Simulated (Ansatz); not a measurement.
Reaction (redistribution): `[F][Sn]([F])([F])[O][SiH3]` + `[Cl][Mg][Br]` → `[F][Sn]([F])([F])[Br]` + `[SiH3][O][Mg][Cl]`

Calculated with Ansatz (gas phase, PBE0-D4/def2-TZVP geometries, no zero-point term in ΔE). CBS: MP2 limit from def2 TZ/QZ plus the TZ coupled-cluster correction, frozen cores. def2 core potentials past Kr. For Br, Mg, Sn outer-core shells are correlated without core-valence functions, which leaves a few kJ/mol of doubt a bond. Scalar relativity is left out up to krypton. Each species was taken in one conformer, which may not be the lowest.

| species | CCSD/def2-SVP energy (Eh) |
| --- | --- |
| `[F][Sn]([F])([F])[O][SiH3]` | -877.90539 |
| `[Cl][Mg][Br]` | -3231.57034 |
| `[F][Sn]([F])([F])[Br]` | -3084.53335 |
| `[SiH3][O][Mg][Cl]` | -1024.94744 |

Task: Work out ΔE.

Result: ΔE = (-3084.53335) + (-1024.94744) − (-877.90539) − (-3231.57034) = -0.00506 Eh = -13.3 kJ/mol. CCSD(T)/CBS gives -11.8 kJ/mol.

Largest T1 diagnostic among the species: 0.015.

From PBE to PBE0 (25 % exact exchange), in def2-TZVPP and without D4, ΔE moves by +4.8 kJ/mol. In def2-TZVPP, CCSD(T) changes the Hartree–Fock value by −11.4 kJ/mol (the triples alone add −0.5 kJ/mol) and MP2 by −14.3 kJ/mol. Leaving LDA and LC-ωPBE aside and taking each functional with its dispersion term where it has one, the values, not all of them listed here, spread over 11.8 kJ/mol, from BLYP-D4 to ωB97X-V.
